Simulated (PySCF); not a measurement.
TiOF2, SMILES [O]=[Ti]([F])[F], multiplicity 1.

The structure is a stationary point at B3LYP-D3(BJ)/def2-SVP. The spin state was assumed, not searched.

Two levels are set side by side: TDDFT-PBE/def2-SVPD (PySCF) and TDDFT-M06-2X/def2-SVPD (PySCF). Vertical, same geometry. The lowest singlet is HOMO→LUMO 100 % with PBE and HOMO→LUMO 93 % with the other functional; states are paired by order. Differences are taken from unrounded values.

```
quantity                              TDDFT-PBE
------------------------------------  ---------
lowest singlet excitation (eV)             3.68
lowest triplet excitation (TDA) (eV)       3.56
```

Problem. These are the TDDFT-PBE values. What does TDDFT-M06-2X give? (Estimate from the structure and the level; the computed values follow.)

Solution. 
```tsv
quantity	TDDFT-M06-2X	TDDFT-PBE minus TDDFT-M06-2X
lowest singlet excitation (eV)	4.54	-0.85
lowest triplet excitation (TDA) (eV)	4.31	-0.76
```

Functionals without exact exchange tend to place singlet excitations lower, as here. Differences between two approximate levels are no errors against the true value.

Rough cost on one machine, each run with all the roots and properties that it gave: TDDFT-M06-2X against TDDFT-PBE about 20 times.
